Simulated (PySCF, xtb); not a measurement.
B(OH)(SH)2 (BH3OS2), SMILES OB(S)S. One conformer was computed; it need not be the lowest.

Harmonic wavenumbers (cm⁻¹) from GFN2-xTB (xtb 6.7.1) at its own minimum, in rising order: 208, 256, 307, 307, 405, 495, 497, 732, 789, 815, 974, 1273, 2431, 2454, 3607.

Task: What does TPSSh-D3(BJ)/def2-SVP (PySCF) give at its own minimum? (The exact figures need the calculation; the answer reports its results.)

Result: 176, 224, 330, 345, 458, 493, 521, 771, 832, 879, 1115, 1353, 2673, 2697, 3837. Paired by order, the mean absolute difference is 86 cm⁻¹ and the zero-point energies are 22.2 and 23.9 kcal/mol.
